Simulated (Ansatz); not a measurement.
Species: sum formula SiHCl, charge 0, multiplicity 1. SMILES: [SiH]Cl
Coordinates optimised at B3LYP-D3(BJ)/def2-TZVP (Ansatz, a first-principles code):
```
Si
H 1 1.5263
Cl 1 2.0943 2 94.91
```
Charge 0, spin multiplicity 1.

Computed values are from Ansatz. Correlated levels leave the core frozen unless marked. Open shells are spin-unrestricted. No spin-orbit coupling. No relativistic terms. Basis-set limits of correlation are two-point, X^-3; Hartree-Fock from the larger set (for Q and 5 zeta extrapolated as (X+1)exp(-9√X)).

The Hartree-Fock reference is unstable (checked in the largest basis), which strains HF and MP2. 

What is the dipole moment at CCSD(T)/aug-cc-pV(D+d)Z?

1.15 D.

What is the T1 diagnostic at CCSD/cc-pV(5+d)Z?

0.013.

What is the total energy at CCSD(T)/CBS(cc-pV(Q+d)Z,cc-pV(5+d)Z)?

-749.4330 Eh.

What is the vertical triplet-singlet gap at CCSD(T)/CBS(aug-cc-pV(T+d)Z,aug-cc-pV(Q+d)Z)?

1.71 eV.

What is the atomisation energy De at CCSD(T)/CBS(cc-pV(Q+d)Z,cc-pV(5+d)Z)?

752.0 kJ/mol.
